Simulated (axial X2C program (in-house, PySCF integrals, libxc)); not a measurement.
Spin–orbit effects down a group: molecules with Ir, PBE0

Computed with an in-house all-electron X2C program for linear molecules (integrals from PySCF), spin-free (one-electron X2C) or two-component (2c: spin–orbit coupling with atomic mean-field Coulomb and Gaunt terms, which also bring small scalar terms), in Dyall basis sets with cores contracted in-house; open shells are unrestricted.

Basis sets: H dyall-v3z, Ir dyall-cv3z, Li dyall-cv3z, Na dyall-cv3z.

```csv
molecule,spin-free state,Re (Å),ωe (cm⁻¹),De (eV),2c state,Re 2c (Å),ωe 2c (cm⁻¹),De 2c (eV)
IrH,"M_S = 1, Λ = 2",1.545,2338.3,3.32,Ω = 3,1.551,2312.7,3.22
LiIr,"M_S = 1, Λ = 2",2.326,452.1,2.34,Ω = 3,2.329,451.4,2.26
NaIr,"M_S = 1, Λ = 3",2.692,229.6,1.74,Ω = 3,2.664,227.8,1.80
```

(1) Work out the shifts from the spin-free to the two-component result.

Each entry is the lowest single determinant of a limited PBE0 search at one distance. De goes to single-determinant-based atoms at the same level (for ions the charge split of lowest energy) and is withheld (n/a) where an atom does not fit its ground term or J level. Main or longest-lived isotopes. One determinant is a doubtful description, or other states lie close, for IrH, LiIr, NaIr; these need not be ground states, and all values refer to the states named. With several unpaired electrons the Ω given is that of one determinant, not necessarily of the lowest component. The functionals have no current term, which raises determinants with orbital currents. The lowest determinant changes configuration between the Hamiltonians for NaIr, so two states are compared there.

## Answers

(1) 

```
molecule  2c state      ΔRe (Å)   Δωe (cm⁻¹)  ΔDe (eV)
     IrH     Ω = 3        0.006        -25.6     -0.10
    LiIr     Ω = 3        0.003         -0.7     -0.08
    NaIr     Ω = 3  other state  other state       n/a
```

Shifts of one unit in the last digit are rounding.
